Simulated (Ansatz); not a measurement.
Ansatz (a program for electronic structure) input (HF/3-21G): The .json file is the Basis Set Exchange's 3-21G.

Ansatz 0.2 input:
```yaml
crystal:
  periodic: [false, false, false]
  atoms:
    - {symbol: H, position_ang: [-0.00000000, -0.00000000, -1.88830067]}
    - {symbol: B, position_ang: [-0.00000000, -0.00000000, -0.72897566]}
    - {symbol: O, position_ang: [0.00000000, 0.00000000, 0.50716883]}
    - {symbol: H, position_ang: [0.00000000, 0.00000000, 1.47582834]}
basis:
  gaussian:
    orbitals: 3-21G.json
hamiltonian:
  xc: {name: HF}
total_charge: 1
phonons: {temperatures: {t_min: 298.15, t_max: 298.15, t_step: 100}}
```

Output:

```
Functional definition: HF
integrals: 0.00 GiB planned
268 factors; integrals over basis functions are off by at most 5.4e-4 eV
mean field: 0.04 GiB planned
mean field evaluation 1: about -2712.9088 eV, gradient 5.7e1 eV
mean field evaluation 2: about -2712.9076 eV, gradient 5.7e1 eV
mean field evaluation 4: about -2718.2657 eV, gradient 2.1e0 eV
mean field evaluation 8: about -2718.2795 eV, gradient 1.3e-5 eV
mean field -2718.27949743 eV, -99.8949290146 hartree, gradient 2.0e-5 eV, S^2 0.000000; 0 other end points of the search recorded, 0 dependent functions left out
the calculation of the forces begins
reference -2718.27949743 eV, -99.8949290146 hartree; 7, 7 occupied and 15, 15 virtual orbitals, 268 factors
these checks for a lower state are left out or cut short: stability, starts, cluster_reference, orbital_swaps, neighbouring_geometries, increment
integrals: 0.00 GiB planned
268 factors; integrals over basis functions are off by at most 5.4e-4 eV
mean field: 0.04 GiB planned
mean field evaluation 16: about -2718.2795 eV, gradient 1.3e-6 eV
mean field -2718.27949158 eV, -99.8949287997 hartree, gradient 1.3e-6 eV, S^2 0.000000; 0 other end points of the search recorded, 0 dependent functions left out
the calculation of the forces begins
reference -2718.27949158 eV, -99.8949287997 hartree; 7, 7 occupied and 15, 15 virtual orbitals, 268 factors
these checks for a lower state are left out or cut short: stability, starts, cluster_reference, orbital_swaps, neighbouring_geometries, increment
integrals: 0.00 GiB planned
268 factors; integrals over basis functions are off by at most 5.4e-4 eV
mean field: 0.04 GiB planned
mean field -2718.27949158 eV, -99.8949287997 hartree, gradient 1.3e-6 eV, S^2 0.000000; 0 other end points of the search recorded, 0 dependent functions left out
the calculation of the forces begins
reference -2718.27949158 eV, -99.8949287997 hartree; 7, 7 occupied and 15, 15 virtual orbitals, 268 factors
these checks for a lower state are left out or cut short: stability, starts, cluster_reference, orbital_swaps, neighbouring_geometries, increment
integrals: 0.00 GiB planned
268 factors; integrals over basis functions are off by at most 5.4e-4 eV
mean field: 0.04 GiB planned
mean field evaluation 32: about -2718.2795 eV, gradient 1.3e-6 eV
mean field -2718.27949158 eV, -99.8949287997 hartree, gradient 1.3e-6 eV, S^2 0.000000; 0 other end points of the search recorded, 0 dependent functions left out
the calculation of the forces begins
reference -2718.27949158 eV, -99.8949287997 hartree; 7, 7 occupied and 15, 15 virtual orbitals, 268 factors
these checks for a lower state are left out or cut short: stability, starts, cluster_reference, orbital_swaps, neighbouring_geometries, increment
integrals: 0.00 GiB planned
268 factors; integrals over basis functions are off by at most 5.4e-4 eV
mean field: 0.04 GiB planned
mean field -2718.27949158 eV, -99.8949287997 hartree, gradient 1.3e-6 eV, S^2 0.000000; 0 other end points of the search recorded, 0 dependent functions left out
the calculation of the forces begins
reference -2718.27949158 eV, -99.8949287997 hartree; 7, 7 occupied and 15, 15 virtual orbitals, 268 factors
these checks for a lower state are left out or cut short: stability, starts, cluster_reference, orbital_swaps, neighbouring_geometries, increment
integrals: 0.00 GiB planned
268 factors; integrals over basis functions are off by at most 5.4e-4 eV
mean field: 0.04 GiB planned
mean field -2718.27940074 eV, -99.8949254611 hartree, gradient 1.3e-6 eV, S^2 0.000000; 0 other end points of the search recorded, 0 dependent functions left out
the calculation of the forces begins
reference -2718.27940074 eV, -99.8949254611 hartree; 7, 7 occupied and 15, 15 virtual orbitals, 268 factors
these checks for a lower state are left out or cut short: stability, starts, cluster_reference, orbital_swaps, neighbouring_geometries, increment
integrals: 0.00 GiB planned
268 factors; integrals over basis functions are off by at most 5.4e-4 eV
mean field: 0.04 GiB planned
mean field -2718.27940152 eV, -99.8949254897 hartree, gradient 1.3e-6 eV, S^2 0.000000; 0 other end points of the search recorded, 0 dependent functions left out
the calculation of the forces begins
reference -2718.27940152 eV, -99.8949254897 hartree; 7, 7 occupied and 15, 15 virtual orbitals, 268 factors
these checks for a lower state are left out or cut short: stability, starts, cluster_reference, orbital_swaps, neighbouring_geometries, increment
integrals: 0.00 GiB planned
268 factors; integrals over basis functions are off by at most 5.4e-4 eV
mean field: 0.04 GiB planned
mean field evaluation 64: about -2718.2795 eV, gradient 1.3e-6 eV
[...]
integrals: 0.00 GiB planned
268 factors; integrals over basis functions are off by at most 5.4e-4 eV
mean field: 0.04 GiB planned
mean field -2718.27911991 eV, -99.8949151409 hartree, gradient 1.3e-6 eV, S^2 0.000000; 0 other end points of the search recorded, 0 dependent functions left out
the calculation of the forces begins
reference -2718.27911991 eV, -99.8949151409 hartree; 7, 7 occupied and 15, 15 virtual orbitals, 268 factors
these checks for a lower state are left out or cut short: stability, starts, cluster_reference, orbital_swaps, neighbouring_geometries, increment
integrals: 0.00 GiB planned
268 factors; integrals over basis functions are off by at most 5.4e-4 eV
mean field: 0.04 GiB planned
mean field -2718.27948634 eV, -99.8949286069 hartree, gradient 1.3e-6 eV, S^2 0.000000; 0 other end points of the search recorded, 0 dependent functions left out
the calculation of the forces begins
reference -2718.27948634 eV, -99.8949286069 hartree; 7, 7 occupied and 15, 15 virtual orbitals, 268 factors
these checks for a lower state are left out or cut short: stability, starts, cluster_reference, orbital_swaps, neighbouring_geometries, increment
integrals: 0.00 GiB planned
268 factors; integrals over basis functions are off by at most 5.4e-4 eV
mean field: 0.04 GiB planned
mean field -2718.27948634 eV, -99.8949286069 hartree, gradient 1.3e-6 eV, S^2 0.000000; 0 other end points of the search recorded, 0 dependent functions left out
the calculation of the forces begins
reference -2718.27948634 eV, -99.8949286069 hartree; 7, 7 occupied and 15, 15 virtual orbitals, 268 factors
these checks for a lower state are left out or cut short: stability, starts, cluster_reference, orbital_swaps, neighbouring_geometries, increment
integrals: 0.00 GiB planned
268 factors; integrals over basis functions are off by at most 5.4e-4 eV
mean field: 0.04 GiB planned
mean field evaluation 128: about -2718.2795 eV, gradient 1.3e-6 eV
mean field -2718.27948634 eV, -99.8949286069 hartree, gradient 1.3e-6 eV, S^2 0.000000; 0 other end points of the search recorded, 0 dependent functions left out
the calculation of the forces begins
reference -2718.27948634 eV, -99.8949286069 hartree; 7, 7 occupied and 15, 15 virtual orbitals, 268 factors
these checks for a lower state are left out or cut short: stability, starts, cluster_reference, orbital_swaps, neighbouring_geometries, increment
integrals: 0.00 GiB planned
268 factors; integrals over basis functions are off by at most 5.4e-4 eV
mean field: 0.04 GiB planned
mean field -2718.27948634 eV, -99.8949286069 hartree, gradient 1.3e-6 eV, S^2 0.000000; 0 other end points of the search recorded, 0 dependent functions left out
the calculation of the forces begins
reference -2718.27948634 eV, -99.8949286069 hartree; 7, 7 occupied and 15, 15 virtual orbitals, 268 factors
these checks for a lower state are left out or cut short: stability, starts, cluster_reference, orbital_swaps, neighbouring_geometries, increment
integrals: 0.00 GiB planned
268 factors; integrals over basis functions are off by at most 5.4e-4 eV
mean field: 0.04 GiB planned
mean field -2718.27905762 eV, -99.8949128519 hartree, gradient 1.3e-6 eV, S^2 0.000000; 0 other end points of the search recorded, 0 dependent functions left out
the calculation of the forces begins
reference -2718.27905762 eV, -99.8949128519 hartree; 7, 7 occupied and 15, 15 virtual orbitals, 268 factors
these checks for a lower state are left out or cut short: stability, starts, cluster_reference, orbital_swaps, neighbouring_geometries, increment
integrals: 0.00 GiB planned
268 factors; integrals over basis functions are off by at most 5.4e-4 eV
mean field: 0.04 GiB planned
mean field -2718.27905920 eV, -99.8949129100 hartree, gradient 1.3e-6 eV, S^2 0.000000; 0 other end points of the search recorded, 0 dependent functions left out
the calculation of the forces begins
reference -2718.27905920 eV, -99.8949129100 hartree; 7, 7 occupied and 15, 15 virtual orbitals, 268 factors
these checks for a lower state are left out or cut short: stability, starts, cluster_reference, orbital_swaps, neighbouring_geometries, increment
integrals: 0.00 GiB planned
268 factors; integrals over basis functions are off by at most 5.4e-4 eV
mean field: 0.04 GiB planned
mean field evaluation 160: about -2718.2795 eV, gradient 1.7e-6 eV
mean field -2718.27949493 eV, -99.8949289225 hartree, gradient 1.7e-6 eV, S^2 0.000000; 0 other end points of the search recorded, 0 dependent functions left out
the calculation of the forces begins
reference -2718.27949493 eV, -99.8949289225 hartree; 7, 7 occupied and 15, 15 virtual orbitals, 268 factors
these checks for a lower state are left out or cut short: stability, starts, cluster_reference, orbital_swaps, neighbouring_geometries, increment
integrals: 0.00 GiB planned
268 factors; integrals over basis functions are off by at most 5.4e-4 eV
mean field: 0.04 GiB planned
mean field -2718.27949493 eV, -99.8949289225 hartree, gradient 1.7e-6 eV, S^2 0.000000; 0 other end points of the search recorded, 0 dependent functions left out
the calculation of the forces begins
reference -2718.27949493 eV, -99.8949289225 hartree; 7, 7 occupied and 15, 15 virtual orbitals, 268 factors
these checks for a lower state are left out or cut short: stability, starts, cluster_reference, orbital_swaps, neighbouring_geometries, increment
integrals: 0.00 GiB planned
268 factors; integrals over basis functions are off by at most 5.4e-4 eV
mean field: 0.04 GiB planned
mean field -2718.27949493 eV, -99.8949289225 hartree, gradient 1.7e-6 eV, S^2 0.000000; 0 other end points of the search recorded, 0 dependent functions left out
the calculation of the forces begins
reference -2718.27949493 eV, -99.8949289225 hartree; 7, 7 occupied and 15, 15 virtual orbitals, 268 factors
these checks for a lower state are left out or cut short: stability, starts, cluster_reference, orbital_swaps, neighbouring_geometries, increment
integrals: 0.00 GiB planned
268 factors; integrals over basis functions are off by at most 5.4e-4 eV
mean field: 0.04 GiB planned
mean field -2718.27949493 eV, -99.8949289225 hartree, gradient 1.7e-6 eV, S^2 0.000000; 0 other end points of the search recorded, 0 dependent functions left out
the calculation of the forces begins
reference -2718.27949493 eV, -99.8949289225 hartree; 7, 7 occupied and 15, 15 virtual orbitals, 268 factors
these checks for a lower state are left out or cut short: stability, starts, cluster_reference, orbital_swaps, neighbouring_geometries, increment
integrals: 0.00 GiB planned
268 factors; integrals over basis functions are off by at most 5.4e-4 eV
mean field: 0.04 GiB planned
mean field -2718.27933818 eV, -99.8949231622 hartree, gradient 1.3e-6 eV, S^2 0.000000; 0 other end points of the search recorded, 0 dependent functions left out
the calculation of the forces begins
reference -2718.27933818 eV, -99.8949231622 hartree; 7, 7 occupied and 15, 15 virtual orbitals, 268 factors
these checks for a lower state are left out or cut short: stability, starts, cluster_reference, orbital_swaps, neighbouring_geometries, increment
integrals: 0.00 GiB planned
268 factors; integrals over basis functions are off by at most 5.4e-4 eV
mean field: 0.04 GiB planned
mean field evaluation 192: about -2718.2801 eV, gradient 6.8e-5 eV
mean field -2718.27933418 eV, -99.8949230151 hartree, gradient 1.3e-6 eV, S^2 0.000000; 0 other end points of the search recorded, 0 dependent functions left out
the calculation of the forces begins
reference -2718.27933418 eV, -99.8949230151 hartree; 7, 7 occupied and 15, 15 virtual orbitals, 268 factors
Total energy: -2718.27949743 eV, -99.8949290146 hartree
Atom 0 at    -0.000000    -0.000000    -1.888301 Å, force     0.000000     0.000000     0.000006 eV/Å
Atom 1 at    -0.000000    -0.000000    -0.728976 Å, force    -0.000000    -0.000000    -0.000014 eV/Å
Atom 2 at     0.000000     0.000000     0.507169 Å, force     0.000000     0.000000    -0.000438 eV/Å
Atom 3 at     0.000000     0.000000     1.475828 Å, force    -0.000000    -0.000000     0.000446 eV/Å
Dipole moment:     0.000000     0.000000    -0.134009 e Å
Vibrations: 511.61 511.61 833.04 833.04 1805.50 3076.82 3865.45 cm⁻¹, zero-point energy 0.709008 eV
```

The blocks after the first are displaced geometries, from whose forces the wavenumbers follow.

The dipole moment of an ion depends on the origin.
